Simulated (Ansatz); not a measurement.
Gas-phase reaction in SMILES: SB(S)S [borotrithioic acid] + H+ → SB(S)[SH2+]
Geometries: B3LYP-D3(BJ)/def2-TZVP minima from Ansatz (a program for electronic structure), one conformer each, not searched for the lowest.

Quantity: proton affinity (electronic energy difference), positive where the reaction releases energy, in kcal/mol. Correlated levels leave the core frozen unless marked. Spin-orbit coupling is left out. Non-relativistic. Basis-set limits of correlation are two-point, X^-3; Hartree-Fock from the larger set.

| level | program | proton affinity (kcal/mol) |
|---|---|---|
| PBE/def2-TZVPD | Ansatz | 185.2 |

Problem. Predict the CCSD(T)/CBS(cc-pV(T+d)Z,cc-pV(Q+d)Z) result (Ansatz).

Solution. 183.0 kcal/mol
